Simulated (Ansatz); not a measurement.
Basis-set extrapolation for C3H9AlO2, SMILES `C[CH](C)[Al]([OH])[OH]` (PBE0-D4/def2-TZVP geometry, frozen core, Ansatz). Multiplicity 1, RHF reference.

```tsv
	def2-TZVPP	def2-QZVPP
HF	-510.733955	-510.754462
MP2 correlation	-1.092909	-1.172066
CCSD(T) correlation	-1.176208	not run
```

Energies in hartree. Use E(X) = E(∞) + A·exp(−7.88·√X) for Hartree–Fock and E(X) = E(∞) + B·X^(−2.97) for correlation, with X = 3 and 4, and add CCSD(T) minus MP2 of the smaller set to the MP2 limit.

Q: What is the CCSD(T) energy at the basis-set limit?

A: HF limit: -510.754462 + (-0.020507) × 0.13774 = -510.75729. MP2 limit: -1.172066 + (-0.079157) × 0.74074 = -1.23070. Higher-order term: -1.176208 − (-1.092909) = -0.08330. Total: -512.07129 hartree, 423.0 kJ/mol below CCSD(T)/def2-TZVPP.
